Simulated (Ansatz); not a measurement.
Geometry optimisation, RKS PBE-D4/def2-SVP (Ansatz 0.2.0).

The input (input.yaml):

```yaml
crystal:
  periodic: [false, false, false]
  atoms:
    - { symbol: Ta, position_ang: [0.0, 0.0, 0.0] }
    - { symbol: F, position_ang: [2.28, 0.0, 0.0] }
    - { symbol: Cl, position_ang: [0.0, 0.0, 2.47] }
    - { symbol: Cl, position_ang: [0.0, 0.0, -2.47] }
    - { symbol: Cl, position_ang: [-1.235, 2.139, 0.0] }
    - { symbol: Cl, position_ang: [-1.235, -2.139, 0.0] }
    - { symbol: H, position_ang: [0.6622, -1.6867, 1.0613] }
    - { symbol: H, position_ang: [1.6779, -1.2317, 0.775] }
basis:
  gaussian: { orbitals: def2-SVP }
hamiltonian:
  xc: pbe
  dispersion: d4
relax:
  f_tol: 0.15
  max_steps: 25
  restrain:
    - { distance: [0, 6], at: 1.8, k: 30.0 }
    - { distance: [7, 1], at: 0.92, k: 30.0 }
    - { distance: [0, 1], at: 3.13, k: 30.0 }
    - { distance: [7, 6], at: 1.86, k: 30.0 }
```

Command:

```bash
$ ansatz run input.yaml --threads 4 --pin off --max-ram 5120MiB --backend cpu --events-out ev --progress --plain --runs-dir out
```

Question: Where does it end, and by what steps?

Answer: The run converged. The restraints hold the end off the free minimum; the threshold counts their pulls, which the force column leaves out. Restrained pairs: Ta1–H7 (2.10 → 1.79 Å), F2–H8 (1.57 → 0.93 Å), Ta1–F2 (2.28 → 3.12 Å), H7–H8 (1.15 → 1.86 Å). After 10 steps the energy has fallen by 2.053 eV (the restraints' own energy left out); Cl6 moved furthest, 1.37 Å.

```csv
step,energy less start (eV),largest force component (eV/Å),accepted
0,0.0000,3.038,yes
1,0.7324,2.648,yes
2,0.6258,2.417,yes
3,0.0790,1.947,yes
4,-0.7031,1.102,yes
5,-1.1378,0.649,yes
6,-1.4376,0.461,yes
7,-1.6776,0.445,yes
8,-1.8667,0.401,yes
9,-1.9983,0.303,yes
10,-2.0528,0.493,yes
```

```xyz
8
Properties=species:S:1:pos:R:3
Ta -0.499 -0.467 0.168
F 2.455 0.526 0.336
Cl -0.308 -0.504 2.484
Cl 0.152 -0.823 -2.032
Cl -0.591 1.820 0.007
Cl -2.488 -1.585 0.051
H 0.957 -1.481 0.392
H 2.472 -0.404 0.430
```

Run time: 23 s on 4 threads of Arm Neoverse V1, on a shared host, peak memory 0.21 GiB.
